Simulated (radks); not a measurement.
Task: The mean radii <r> (bohr) of the occupied orbitals of an atom or ion are listed with their occupations. All-electron calculation, scalar-relativistic Kohn-Sham, SCAN, spin-unpolarised, spherical densities, finite nucleus; meta-GGA in the generalised Kohn-Sham scheme; Fermi nuclear charge, rms radius of each element as measured or else 0.836 A^(1/3) + 0.57 fm. Program: a radial shooting solver on a logarithmic mesh with Libxc functionals.

orbital  occ.      <r>
1s          2  0.01774
2s          2  0.07487
2p          6  0.06727
3s          2   0.1937
3p          6   0.1944
3d         10   0.1763
4s          2   0.4316
4p          6   0.4590
4d         10   0.4889
5s          2    1.004
4f         14   0.5557
5p          6    1.159
5d          5    1.602

Name the element and its charge.

Result: Z = 76, osmium, charge +3: Os3+ in [Xe] 4f14 5d5. The 1s radius gives Z: for a bare nucleus <r> = (2 gamma + 1)/(2Z) with gamma = sqrt(1 - (Z/c)^2), 0.01753 bohr for Z = 76, and screening makes it slightly larger (0.01774 here). The occupations add up to 73, and the charge is Z minus that.
